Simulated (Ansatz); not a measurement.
**Ligand exchange: CH2BrF + Zn(CH3)Br → C2H5F + ZnBr2**

Species: CH2BrF `FCBr`, singlet; Zn(CH3)Br, singlet; C2H5F `CCF`, singlet; ZnBr2 `[Br][Zn][Br]`, singlet. The partners trade Br for CH3: C–Br and Zn–CH3 bonds give way to C–CH3 and Zn–Br.

Shapes, held fixed at every level: PBE0-D4/def2-TZVP. Programs: Ansatz 0.2.0. The zero-point and thermal change to 298 K, harmonic and unscaled (PBE0-D4/def2-TZVP), is +7.7 kJ/mol.

```csv
level,kind,ΔH(298 K) (kJ/mol)
HF/def2-SVP,Hartree–Fock,-221.9
HF/def2-TZVPP,Hartree–Fock,-211.5
B3LYP-D4/def2-TZVPP,global hybrid,-161.8
BHLYP-D4/def2-TZVPP,global hybrid,-183.2
PBE0-D4/def2-TZVPP,global hybrid,-164.9
r2SCAN0-D4/def2-TZVPP,global hybrid,-173.4
wB97M-V/def2-TZVPP,range-separated hybrid,-165.1
```

wB97M-V/def2-TZVPP gives ΔH(298 K) = -165.1 kJ/mol; the levels span -221.9 to -161.8. The median of the levels is -173.4. No measured value is set beside it here. Relativity is left out for Br, Zn unless named.
